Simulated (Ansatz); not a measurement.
Isolated molecules relaxed with PBE0-D4/def2-TZVP in Ansatz; ΔE leaves out vibrations. CCSD(T)/CBS is the MP2 limit (def2-TZVPP, def2-QZVPP) plus CCSD(T) − MP2 in def2-TZVPP, frozen cores. DFT in def2-TZVPP. One conformer a species, not always the lowest.

Consider the ligand exchange at the Si–C bond: `B/C=C/[SiH3]` + `CB(C)N` → `CB(C)N[SiH3]` + `BC=C`.

| species | PBE0-D4 energy (Eh) |
| --- | --- |
| `B/C=C/[SiH3]` | -394.49900 |
| `CB(C)N` | -160.56328 |
| `CB(C)N[SiH3]` | -451.15740 |
| `BC=C` | -103.91933 |

Problem. Work out ΔE.

Solution. ΔE = (-451.15740) + (-103.91933) − (-394.49900) − (-160.56328) = -0.01445 Eh = -37.9 kJ/mol. CCSD(T)/CBS gives -43.8 kJ/mol.

Largest T1 diagnostic among the species: 0.012.

From PBE to PBE0 (25 % exact exchange), in def2-TZVPP and without D4, ΔE moves by −4.7 kJ/mol. The D4 term adds −3.8 kJ/mol with B3LYP and −2.2 kJ/mol with PBE0; it sums over pairs of atoms, weighted by their polarisabilities, and B3LYP, whose exchange is more repulsive, gets the larger term.

B3LYP here is the variant with VWN-RPA as its local correlation; programs differ in this.
